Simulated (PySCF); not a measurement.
Which orbitals make which state

Species: C7H6N2.
Geometry (PBE0-D3(BJ)/def2-SVP, Å), atoms numbered from 1 in this order:
```xyz
15
C7H6N2 angstrom
C     -2.1712   -1.0080    0.1144
C     -1.1832   -0.3704   -0.8135
C      0.0027    0.0580   -0.4754
C      1.2008    0.4884   -0.1255
C      1.3744    1.8358    0.3326
N      1.5467    2.9238    0.6947
C      2.4341   -0.4000   -0.1799
C      2.8863   -0.8081    1.1469
N      3.2352   -1.1347    2.2001
H     -3.1030   -0.4213    0.1365
H     -2.4314   -2.0181   -0.2394
H     -1.7789   -1.0828    1.1369
H     -1.4790   -0.2451   -1.8649
H      3.2586    0.1268   -0.6869
H      2.2062   -1.3013   -0.7672
```

Method used: PySCF 2.14.0, density-fitted response routines, TDDFT PBE0/def2-SVPD, vertical, gas phase, core orbitals frozen in the response.

Orbital energies (eV): HOMO-3 -9.79, HOMO-2 -9.74, HOMO-1 -8.59, HOMO -8.35, LUMO -1.70, LUMO+1 -0.99, LUMO+2 -0.03.

Among the lowest singlets, which states do these configurations lead, and at what energies: HOMO→LUMO+1, HOMO→LUMO, HOMO-1→LUMO+1, HOMO-1→LUMO?

| state | leading configuration | weight | Δε (eV) | E (eV) | E − Δε (eV) | f | other configurations |
| --- | --- | --- | --- | --- | --- | --- | --- |
| S1 | HOMO-1→LUMO | 0.96 | 6.88 | 5.13 | -1.75 | 0.0007 | – |
| S2 | HOMO→LUMO+1 | 0.95 | 7.37 | 5.72 | -1.64 | 0.0009 | – |
| S3 | HOMO→LUMO | 0.85 | 6.65 | 6.13 | -0.52 | 0.297 | – |
| S6 | HOMO-1→LUMO+1 | 0.81 | 7.60 | 7.11 | -0.49 | 0.633 | – |

E − Δε runs from -1.75 to -0.49 eV. By orbital difference alone the order would be S3, S1, S2, S6. Δε is the difference of the two orbital energies.

H and L stand for HOMO and LUMO. The other states: S4 6.52 eV, f 0.0016, H-3→L (37%), H-2→L (35%), H-4→L (23%); S5 6.95 eV, f 0.0080, H-3→L (45%), H-2→L (39%).

Summed over the main configurations (up to three a state, each over 8%) of all 6 singlets, the electron leaves HOMO with weight 1.80, HOMO-1 with weight 1.77, HOMO-3 with weight 0.81 and HOMO-2 with weight 0.74.

One conformer stands for the species.
